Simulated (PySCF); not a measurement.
Level of theory: core-valence-separated Tamm–Dancoff BHandHLYP/aug-pcX-1 (pcseg-1 on H, def2-SVPD on Si) in PySCF, non-relativistic, gas phase, PBE0-D3(BJ)/def2-SVP geometry. Absolute energies from this functional tend to lie a few eV below measured edges; no shift was applied.

Main lines of an unknown, eV (oscillator strength): C K: 285.2 (0.010), 286.0 (0.029), 286.1 (0.025), 286.3 (0.018), 286.5 (0.022); N K: 399.0 (0.013), 399.0 (0.011), 399.8 (0.014), 399.9 (0.016), 400.7 (0.012). Listed: the first five lines at most of each edge with a tenth or more of its strongest line's intensity; roots within 0.03 eV on the same or equivalent atoms are summed. Only the lowest roots were sought, and the top ones are left out.

Problem. Which candidate gives them?
A. `C=N[SiH2]N(C)C`
B. `C[C@H]1CN[SiH2]N1`

Solution. B. 

- `C[C@H]1CN[SiH2]N1`: C K: 285.2 (0.010), 286.0 (0.029), 286.1 (0.025), 286.3 (0.018), 286.5 (0.022); N K: 399.0 (0.013), 399.0 (0.011), 399.8 (0.014), 399.9 (0.016), 400.7 (0.012). First C line listed at 285.2 eV, hole on the methyl carbon; first N line listed at 399.0 eV, hole on the silicon-bound nitrogen.
- `C=N[SiH2]N(C)C`: C K: 282.7 (0.070), 286.2 (0.023), 286.9 (0.058), 287.0 (0.034), 287.0 (0.034); N K: 395.4 (0.056), 399.9 (0.006), 400.3 (0.012), 400.4 (0.010), 400.8 (0.009). First C line listed at 282.7 eV, hole on the C=N carbon (1s→π*); first N line listed at 395.4 eV, hole on the C=N nitrogen.

One conformer each; other structures than these candidates weren't tested.
